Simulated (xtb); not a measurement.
CH₃ClMgO, SMILES C[O][Mg][Cl]. All values are semi-empirical tight-binding results from xtb (GFN2-xTB unless named), good for trends rather than for accurate numbers. Coordinates come from a GFN2-xTB optimisation. The values are those of a single conformer.

Optimised geometry:

Bonds (Å): Mg1–Cl2 2.109, Mg1–O3 1.709, O3–C4 1.386, C4–H5 1.097, C4–H6 1.098, C4–H7 1.097. Angles (°): Cl2–Mg1–O3 144.8, Mg1–O3–C4 150.2, O3–C4–H5 111.6, O3–C4–H6 107.7, O3–C4–H7 111.6, H5–C4–H6 108.5, H5–C4–H7 108.7, H6–C4–H7 108.5.

For metal compounds this method's bond lengths and energies can be far off.

```yaml
point_group_as_xtb_finds_it: Cs
orbital_gap: 1.89 eV
zero_point_energy: 25.4 kcal/mol
G − E(el) at 298.15 K (modified RRHO): 5.8 kcal/mol
```

Computed atomic charges and the Wiberg bond orders between heavy atoms:
charges (e) Mg1 0.43, Cl2 -0.20, O3 -0.41, C4 0.05, H5 0.04, H6 0.06, H7 0.04. Bond orders Mg1–Cl2 1.13, Mg1–O3 1.04, O3–C4 1.01.
